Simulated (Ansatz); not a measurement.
AlBrH₄OSi, SMILES `[OH][Al]([SiH3])[Br]`, one more setting.

```yaml
crystal:
  periodic: [false, false, false]
  atoms:
    - {symbol: O, position_ang: [0.914805, 1.338982, -1.543232]}
    - {symbol: Al, position_ang: [-0.213953, 0.278533, -0.873246]}
    - {symbol: Si, position_ang: [0.111080, -0.631126, 1.358484]}
    - {symbol: Br, position_ang: [-2.042418, -0.275265, -2.091666]}
    - {symbol: H, position_ang: [0.832238, 1.728390, -2.413166]}
    - {symbol: H, position_ang: [-0.968148, -0.142738, 2.260561]}
    - {symbol: H, position_ang: [1.425205, -0.236944, 1.932122]}
    - {symbol: H, position_ang: [0.033390, -2.116933, 1.314245]}
basis:
  gaussian: {orbitals: def2-SVP, nuclear_model: gaussian}
magnetization: {spin_polarized: true, initial_magnetization: 2}
hamiltonian: {xc: {name: wB97X}}
output: {forces: true}
```

```sh
$ ansatz run in.yaml --threads 4 --pin off --events-out ev --progress --plain --max-ram 10444MiB
```

Output, abridged:

```
Functional definition: wB97X
964 factors; integrals over basis functions are off by at most 1.1e-3 eV
287 factors; integrals over basis functions are off by at most 7.5e-6 eV
mean field evaluation 1: about -86609.0733 eV, gradient 3.7e1 eV
mean field evaluation 2: about -86591.8888 eV, gradient 6.9e1 eV
mean field evaluation 4: about -86614.7442 eV, gradient 3.1e0 eV
mean field evaluation 8: about -86614.8960 eV, gradient 4.3e-1 eV
mean field evaluation 16: about -86616.0679 eV, gradient 2.8e-1 eV
mean field -86616.07066923 eV, -3183.0818866129 hartree, gradient 4.9e-5 eV, S^2 2.004574; 4 other end points of the search recorded, 0 dependent functions left out
reference -86616.07064218 eV, -3183.0818856188 hartree; 38, 36 occupied and 64, 66 virtual orbitals, 964 factors
Total energy: -86616.07064218 eV, -3183.0818856188 hartree
Atom 0 at     0.914805     1.338982    -1.543232 Å, force     0.617588     0.402624     0.043841 eV/Å
Atom 1 at    -0.213953     0.278533    -0.873246 Å, force    -0.135669     0.107696    -0.713581 eV/Å
Atom 2 at     0.111080    -0.631126     1.358484 Å, force    -0.033331    -0.404489     0.758696 eV/Å
Atom 3 at    -2.042418    -0.275265    -2.091666 Å, force    -0.155063    -0.242917     0.311865 eV/Å
Atom 4 at     0.832238     1.728390    -2.413166 Å, force     0.032756     0.033175    -0.021122 eV/Å
Atom 5 at    -0.968148    -0.142738     2.260561 Å, force    -0.294988     0.011468     0.187564 eV/Å
Atom 6 at     1.425205    -0.236944     1.932122 Å, force     0.142824     0.337879    -0.485906 eV/Å
Atom 7 at     0.033390    -2.116933     1.314245 Å, force    -0.174115    -0.245436    -0.081357 eV/Å
Dipole moment:     0.083060    -0.090845     0.319850 e Å
```

Hardware: 4 threads of an AMD EPYC 7B13 on a shared host. Wall time 7.5 s, peak host memory 0.5 GiB.
